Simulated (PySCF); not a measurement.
Vertical excitations of a molecule CH₆ClFOSi₂ from TDDFT-B3LYP/def2-SVPD run with PySCF, as energy in eV (oscillator strength): 5.92 (0.018), 6.60 (0.025), 6.99 (0.077), 7.01 (0.039), 7.31 (0.004), 7.33 (0.016), 7.50 (0.002), 7.51 (0.017), 7.81 (0.008), 7.86 (0.017). Lowest triplet (TDA): 5.33 eV. Coordinates come from a B3LYP-D3(BJ)/def2-SVP optimisation. One conformer was computed; it need not be the lowest.

Which molecule gave these data?
A) C[Si@@](O)(Cl)[SiH2]F
B) C[Si@](F)(Cl)[SiH2]O
C) C[SiH2][Si@](O)(F)Cl
D) C[Si@H](F)O[SiH2]Cl

A, C[Si@@](O)(Cl)[SiH2]F
